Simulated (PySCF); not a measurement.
Isomers of C7H6N2Se.

All values: wB97X-D/def2-SVPD (PySCF) at PBE0-D3(BJ)/def2-SVP geometries, gas phase, one conformer each. Core orbitals are frozen in the response; Δα² is half the sum of the squared differences of the principal polarisabilities. The calculation is non-relativistic, for selenium too.

Task: Rank by HOMO–LUMO gap, lowest first.
A. `[CH3:1][c:2]1[se:3][n:4][cH:5][c:6]1/[CH:7]=[CH:8]/[C:9]#[N:10]` with C5–C6–C7–C8 0°
B. `[CH:1]#[C:2][c:3]1[n:4][se:5][n:6][c:7]1[CH:8]1[CH2:9][CH2:10]1` with N6–C7–C8–C9 -36°
C. `[N:1]#[C:2][C:3]1([c:4]2[cH:5][n:6][se:7][cH:8]2)[CH2:9][CH2:10]1` with C2–C3–C4–C5 -179°
D. `[N:1]#[C:2][C:3]1=[CH:4][Se:5][CH2:6][C@@H:7]([C:8]#[N:9])[CH2:10]1` with C3–C4–Se5–C6 -5°, C4–Se5–C6–C7 36°, Se5–C6–C7–C8 171°, C6–C7–C10–C3 59°

Result: A (8.06 eV), B (8.26 eV), D (8.62 eV), C (9.19 eV).

Task: Rank by dipole moment, lowest first.
A. `[CH:1]#[C:2][c:3]1[n:4][se:5][n:6][c:7]1[CH:8]1[CH2:9][CH2:10]1` with N6–C7–C8–C9 -36°
B. `[CH3:1][c:2]1[se:3][n:4][cH:5][c:6]1/[CH:7]=[CH:8]/[C:9]#[N:10]` with C5–C6–C7–C8 0°
C. `[N:1]#[C:2][C:3]1=[CH:4][Se:5][CH2:6][C@@H:7]([C:8]#[N:9])[CH2:10]1` with C3–C4–Se5–C6 -5°, C4–Se5–C6–C7 36°, Se5–C6–C7–C8 171°, C6–C7–C10–C3 59°
D. `[cH:1]1[cH:2][cH:3][n:4](-[c:5]2[n:6][cH:7][cH:8][se:9]2)[cH:10]1` with C3–N4–C5–N6 -1°
E. `[N:1]#[C:2][C:3]1([c:4]2[cH:5][n:6][se:7][cH:8]2)[CH2:9][CH2:10]1` with C2–C3–C4–C5 -179°

Result: D (1.68 D), A (1.86 D), E (2.40 D), C (4.19 D), B (4.38 D).

All values together:

```json
{"SMILES": "Cc1[se]ncc1/C=C/C#N", "μ (D)": "4.38", "HOMO (eV)": "-8.76", "LUMO (eV)": "-0.70", "α (Å³)": "19.30", "Δα (Å³)": "17.70"}
{"SMILES": "N#CC1=C[Se]C[C@@H](C#N)C1", "μ (D)": "4.19", "HOMO (eV)": "-8.76", "LUMO (eV)": "-0.14", "α (Å³)": "17.34", "Δα (Å³)": "9.29"}
{"SMILES": "C#Cc1n[se]nc1C1CC1", "μ (D)": "1.86", "HOMO (eV)": "-8.63", "LUMO (eV)": "-0.38", "α (Å³)": "17.86", "Δα (Å³)": "10.39"}
{"SMILES": "c1ccn(-c2ncc[se]2)c1", "μ (D)": "1.68", "HOMO (eV)": "-8.22", "LUMO (eV)": "0.31", "α (Å³)": "17.93", "Δα (Å³)": "12.78"}
{"SMILES": "N#CC1(c2cn[se]c2)CC1", "μ (D)": "2.40", "HOMO (eV)": "-8.94", "LUMO (eV)": "0.25", "α (Å³)": "16.53", "Δα (Å³)": "8.24"}
```

Conformers: `[CH3:1][c:2]1[se:3][n:4][cH:5][c:6]1/[CH:7]=[CH:8]/[C:9]#[N:10]` with C5–C6–C7–C8 0°; `[N:1]#[C:2][C:3]1=[CH:4][Se:5][CH2:6][C@@H:7]([C:8]#[N:9])[CH2:10]1` with C3–C4–Se5–C6 -5°, C4–Se5–C6–C7 36°, Se5–C6–C7–C8 171°, C6–C7–C10–C3 59°; `[CH:1]#[C:2][c:3]1[n:4][se:5][n:6][c:7]1[CH:8]1[CH2:9][CH2:10]1` with N6–C7–C8–C9 -36°; `[cH:1]1[cH:2][cH:3][n:4](-[c:5]2[n:6][cH:7][cH:8][se:9]2)[cH:10]1` with C3–N4–C5–N6 -1°; `[N:1]#[C:2][C:3]1([c:4]2[cH:5][n:6][se:7][cH:8]2)[CH2:9][CH2:10]1` with C2–C3–C4–C5 -179°.
